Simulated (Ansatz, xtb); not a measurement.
**GaH8NO2Si2: 5 structures ranked**

5 gas-phase structures of GaH8NO2Si2, from a drawn sample of its isomers (lower ones may exist). Each was relaxed with GFN2-xTB; where two conformers were screened, the lower at r2SCAN-D4/def2-SVP is listed:

A. `[NH2][Ga]([O][SiH3])[O][SiH3]`, a singlet
B. a singlet given by its coordinates
C. a singlet given by its coordinates
D. `N[SiH2][O][GaH][O][SiH3]`, a singlet
E. `[NH2][GaH][O][SiH2]O[SiH3]`, a singlet

B (Å):

```xyz
14

Ga   -0.6272    2.8882    0.4907
N    -0.2083   -0.6186    1.3172
O    -1.8541    1.2394    0.1195
O     0.8067    1.8951    0.9341
Si   -1.8212   -0.0999    1.1587
Si    1.2253    0.4257    1.3933
H    -1.8562    1.0095   -0.8138
H    -2.4832    0.4736    2.3285
H    -2.6024   -1.0827    0.4047
H    -0.0553   -1.5569    1.6447
H     1.6915    0.4449    2.7814
H     2.1612   -0.1405    0.4202
H    -0.5462    3.4767   -0.9366
H    -1.2976    3.5982    1.6794
```

Close contacts (Å): Ga1–O3 2.09, Ga1–O4 1.80, N2–Si5 1.70, N2–Si6 1.78, O3–Si5 1.70, O4–Si6 1.60, Ga1–H13 1.55, Ga1–H14 1.54, N2–H10 1.01, O3–H7 0.96, Si5–H8 1.46, Si5–H9 1.46, Si6–H11 1.46, Si6–H12 1.46.

C (Å):

```json
{"atom": "Ga", "x (Å)": "-0.5819", "y (Å)": "2.5989", "z (Å)": "0.2714"}
{"atom": "N", "x (Å)": "0.8756", "y (Å)": "1.7149", "z (Å)": "1.0746"}
{"atom": "O", "x (Å)": "-1.9578", "y (Å)": "1.0295", "z (Å)": "0.2547"}
{"atom": "O", "x (Å)": "-0.4032", "y (Å)": "-0.6515", "z (Å)": "1.5973"}
{"atom": "Si", "x (Å)": "-1.7853", "y (Å)": "-0.5476", "z (Å)": "0.8392"}
{"atom": "Si", "x (Å)": "0.9777", "y (Å)": "0.2210", "z (Å)": "1.9042"}
{"atom": "H", "x (Å)": "-2.8053", "y (Å)": "1.2291", "z (Å)": "-0.1510"}
{"atom": "H", "x (Å)": "-2.8846", "y (Å)": "-0.6956", "z (Å)": "1.7860"}
{"atom": "H", "x (Å)": "-1.7904", "y (Å)": "-1.3825", "z (Å)": "-0.3564"}
{"atom": "H", "x (Å)": "0.9579", "y (Å)": "0.3120", "z (Å)": "3.3678"}
{"atom": "H", "x (Å)": "2.0312", "y (Å)": "-0.6469", "z (Å)": "1.3730"}
{"atom": "H", "x (Å)": "1.7436", "y (Å)": "2.2355", "z (Å)": "1.1123"}
{"atom": "H", "x (Å)": "-0.4693", "y (Å)": "2.8461", "z (Å)": "-1.2628"}
{"atom": "H", "x (Å)": "-1.4092", "y (Å)": "3.6060", "z (Å)": "1.1259"}
```

Close contacts (Å): Ga1–N2 1.88, Ga1–O3 2.09, N2–Si6 1.71, O3–Si5 1.69, O4–Si5 1.58, O4–Si6 1.66, Ga1–H13 1.56, Ga1–H14 1.56, N2–H12 1.01, O3–H7 0.96, Si5–H8 1.46, Si5–H9 1.46, Si6–H10 1.47, Si6–H11 1.46.

Question: Make a reasoned guess at their ranking by r2SCAN-D4/def2-SVP single-point energy.

Answer: Calculated order at r2SCAN-D4/def2-SVP: B (0.000), C (0.127), E (0.240), D (0.577), A (0.810) eV. CCSD(T)/def2-SVP + ΔMP2/def2-TZVPP after further relaxation puts C lowest instead.

Energies above the lowest of each column, in eV; the last columns are at PBE0-D4/def2-SVP geometries and were run for some of them only (a dash: not run or not comparable):

```tsv
structure	GFN2-xTB	HF/STO-3G	r2SCAN-D4/def2-SVP	PBE0-D4/def2-SVP	CCSD(T)/def2-SVP + ΔMP2/def2-TZVPP
B	0.000	0.000	0.000	0.067	0.141
C	0.089	0.183	0.127	0.000	0.000
E	0.257	0.963	0.240	0.305	0.234
D	0.571	0.896	0.577	–	–
A	0.967	0.921	0.810	0.917	0.872
```

CCSD(T)/def2-SVP + ΔMP2/def2-TZVPP puts C lowest of those it was run on; GFN2-xTB picks B, HF/STO-3G picks B, r2SCAN-D4/def2-SVP picks B. CCSD(T)/def2-SVP + ΔMP2/def2-TZVPP orders those it was run on as C (0.000), B (0.141), E (0.234), A (0.872) eV. Some further structures that were screened fall inside this span and aren't listed. Flexible structures stand in one conformer each, not always the lowest. Frequencies (GFN2-xTB) were run for A, B, C, E alone. The ΔMP2 step shifts differences by up to 0.186 eV, which makes them less sure. ΔMP2 is the change of the MP2 energy from the smaller to the larger basis.

Over these structures GFN2-xTB departs from r2SCAN-D4/def2-SVP by 0.053 eV on average once a common shift is removed. A GFN2-xTB relaxation took about 0.32 s and the r2SCAN-D4/def2-SVP energy about 4.8 s on a shared host (Ansatz 0.2.0, xtb 6.7.1).
